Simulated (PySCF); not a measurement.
Computed IR spectrum (relative IR intensity) of a molecule CH10Si4. Geometry: PBE-D3(BJ)/def2-SVP. Other conformers were not sampled. Level of theory: PBE-D3(BJ)/def2-SVP (PySCF). Frequencies are harmonic and unscaled.

Lines under 2 % of the strongest are left out, and lines within 2 cm⁻¹ are merged.

```
ν (cm⁻¹)  relative intensity
--------  ------------------
359                      2.1
389                      2.7
435                      3.2
479                      3.4
491                      4.0
528                      3.0
566                       15
588                      4.6
617                      2.0
654                       24
670                       25
687                       15
727                       32
792                       72
832                      100
875                       29
895                       33
899                       14
903                       16
931                      4.3
964                       15
1321                     3.3
2131                      30
2135                      69
2139                      37
2143                      12
2152                      28
2157                      44
2161                      25
2167                      59
```

Question: Identify the compound among the candidates.
A. [SiH3]C1[SiH2][SiH2][SiH2]1
B. C[SiH]1[SiH2][SiH2][SiH2]1
C. C1[SiH2][SiH2][SiH2][SiH2]1
D. [SiH3][Si@@H]1C[SiH2][SiH2]1

Answer: D, [SiH3][Si@@H]1C[SiH2][SiH2]1
